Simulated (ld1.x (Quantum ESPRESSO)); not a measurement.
# Scattering properties, RRKJ potential for Zn (Z = 30)

ld1.x (Quantum ESPRESSO) 7.5 input, shortened:

```
&input
   title='Zn', zed=30., rel=1, dft='BP', iswitch=3,
   config='[Ar] 3d10 4s2 4p0'
 /
 &inputp
   pseudotype=2, tm=.false., rho0=0.02, lloc=2,
   nlcc=.true., new_core_ps=.true., rcore=0.60
 /
3
4S  1  0   2.00   0.00  1.75  1.75  0.0
3P  2  1   6.00   0.00  0.70  0.70  0.0
3D  3  2  10.00   0.00  0.80  0.80  0.0
 &test
   configts(1)='3p6 3d10 4s2 4p0'
 /
```

The phase is arctan(r·u′/u) with u = r·R(r), unwrapped; energies in Ry, scanned from -8 to 5 Ry. A pole is an energy at which the radial function vanishes at the test radius. The pseudo phase is shifted by a multiple of π to meet the all-electron one at the reference energy, and phase errors are pseudo minus all-electron; the curves can meet again beyond the range given. Levels narrower than the energy grid can be missing from the lists of poles.

Question: For each channel, where are the poles, and over which energies does the pseudopotential scatter like the atom?

Answer:

```
channel  radius (bohr)  reference energy (Ry)  poles, all-electron  poles, pseudo  unbroken range about the reference energy with phases within 0.05 rad  phase error 1 Ry above the reference energy (rad)
      s           1.90                  -0.45                 4.28           1.49                                                              below 0.5                                             -0.056
      p           1.90                  -6.14                -6.08          -6.08                                                        the whole range                                             +0.000
      d           1.90                  -0.76                -0.46          -0.46                                                        the whole range                                             +0.001
```

Note: ghost state, extra bound levels that the all-electron valence spectrum of the same l lacks: s at -550.0 eV. A true bound ghost makes a file unfit for plane-wave use.

Phases in the s channel:

| E (Ry) | all-electron | pseudo |
| --- | --- | --- |
| -8.00 | 1.374 | 1.365 |
| -7.52 | 1.364 | 1.357 |
| -7.04 | 1.355 | 1.348 |
| -6.56 | 1.344 | 1.338 |
| -6.08 | 1.333 | 1.326 |
| -5.60 | 1.319 | 1.313 |
| -5.12 | 1.304 | 1.298 |
| -4.64 | 1.286 | 1.280 |
| -4.16 | 1.264 | 1.258 |
| -3.68 | 1.237 | 1.230 |
| -3.20 | 1.203 | 1.196 |
| -2.72 | 1.158 | 1.150 |
| -2.24 | 1.095 | 1.088 |
| -1.76 | 1.004 | 0.996 |
| -1.28 | 0.859 | 0.853 |
| -0.80 | 0.607 | 0.604 |
| -0.32 | 0.162 | 0.161 |
| 0.16 | -0.428 | -0.451 |
| 0.64 | -0.876 | -0.941 |
| 1.12 | -1.130 | -1.266 |
| 1.60 | -1.277 | -1.761 |
| 2.08 | -1.371 | -4.151 |
| 2.56 | -1.436 | -4.427 |
| 3.04 | -1.485 | -4.525 |
| 3.52 | -1.523 | -4.585 |
| 4.00 | -1.554 | -4.627 |
| 4.48 | -1.582 | -4.660 |
| 4.96 | -1.606 | -4.687 |
